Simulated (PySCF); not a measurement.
C3H5Cl2FSi, SMILES C=CC[Si](F)(Cl)Cl. Atoms are numbered in the order given.

```xyz
12

C      2.6533    -1.3488    -0.9476
C      1.5438    -0.7986    -1.4544
C      1.0392     0.5733    -1.1201
Si    -0.3604     0.5249     0.1016
F     -0.9670     2.0087     0.3023
Cl    -1.8844    -0.6758    -0.5650
Cl     0.2766    -0.1316     1.9344
H      3.3017    -0.7995    -0.2558
H      2.9497    -2.3682    -1.2090
H      0.9136    -1.3887    -2.1324
H      1.8325     1.1999    -0.6756
H      0.6645     1.0998    -2.0170
```

The structure is a stationary point at r2SCAN-D4/def2-SVP. The values are those of a single conformer.

Two levels are set side by side: PBE/pcSseg-1 (PySCF) and B3LYP/pcSseg-1 (PySCF). GIAO shifts against CFCl3 (¹⁹F), HCl (³⁵Cl), TMS (²⁹Si), TMS (¹H), TMS (¹³C) at the same level; non-relativistic, no solvent, atoms listed together averaged. Without spin–orbit terms, shifts of atoms bonded to Cl or Br come out too high at both levels. Differences are taken from unrounded values.

| quantity | B3LYP |
|---|---|
| δ(¹³C) of C1 (ppm) | 130.7 |
| δ(¹³C) of C2 (ppm) | 139.1 |
| δ(¹³C) of C3 (ppm) | 32.8 |
| δ(²⁹Si) of Si4 (ppm) | 12.3 |
| δ(¹⁹F) of F5 (ppm) | -121.5 |
| δ(¹H) of H8, H9 (ppm) | 5.71 |
| δ(¹H) of H10 (ppm) | 6.12 |

Q: What does PBE give, and how far is it from B3LYP? (Estimate from the structure and the level; the computed values follow.)

A: 
```
quantity                  PBE  PBE minus B3LYP
---------------------  ------  ---------------
δ(¹³C) of C1 (ppm)      129.0             -1.8
δ(¹³C) of C2 (ppm)      136.8             -2.3
δ(¹³C) of C3 (ppm)       34.9              2.2
δ(²⁹Si) of Si4 (ppm)     14.2              1.9
δ(¹⁹F) of F5 (ppm)     -130.4             -8.9
δ(¹H) of H8, H9 (ppm)    5.75             0.04
δ(¹H) of H10 (ppm)       6.18             0.05
```

Rough cost on one machine, each run with all the roots and properties that it gave: B3LYP against PBE within a factor of 2.
